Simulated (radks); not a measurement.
Values are calculated unless marked as measured or tabulated.
The nitrogen anion N3-, [Ne], held by a Watson sphere: a shell of charge +2.58 at radius R that stands for the Madelung well of a crystal (potential energy -2.58/R inside, -2.58/r outside, in hartree with lengths in bohr). Level of theory: non-relativistic Kohn-Sham, LB94 model potential, spin-unpolarised, spherical densities, point nucleus (a radial shooting solver on a logarithmic mesh with Libxc functionals). Response by self-consistent Sternheimer equations with the Hartree and adiabatic LDA kernel. The sphere does not respond.

R (bohr),e(1s) (eV),e(2s) (eV),e(2p) (eV),<r> 2p (bohr),sum of <r^2> (bohr^2),X-ray form factor at sin(theta)/lambda = 0.1 1/angstrom,alpha (bohr^3)
2.15,-395.89,-17.680,-7.407,1.842,32.50,8.049,29.72
2.42,-395.99,-16.670,-6.617,1.941,36.02,7.900,39.68
2.62,-395.97,-16.033,-6.090,2.012,38.71,7.796,48.98
2.63,-395.97,-16.003,-6.064,2.015,38.85,7.790,49.50
3.85,-395.27,-13.611,-3.790,2.426,57.60,7.275,165.4
